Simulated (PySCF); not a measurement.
BH₃, SMILES B. Heavy atoms are numbered as in [BH3:1]. Hydrogens are named by the atom that carries them.

Geometry: B3LYP-D3(BJ)/def2-TZVPD. The isomer is the one that the SMILES or the coordinates give; other isomers of the formula were not compared.

Method: HF/pcSseg-2 (PySCF).

GIAO shieldings, no solvent; atoms alike by connectivity are averaged. δ = σ(ref) − σ: ¹¹B against BF3 (σ = 104.0 ppm); ¹H against TMS (σ = 31.98 ppm), references at their B3LYP-D3(BJ)/def2-TZVP geometries, non-relativistic.

| nucleus | atoms | count | δ (ppm) |
|---|---|---|---|
| ¹¹B | B1 (BH3) | 1 | 72.4 |
| ¹H | H on B1 | 3 | 7.48 |
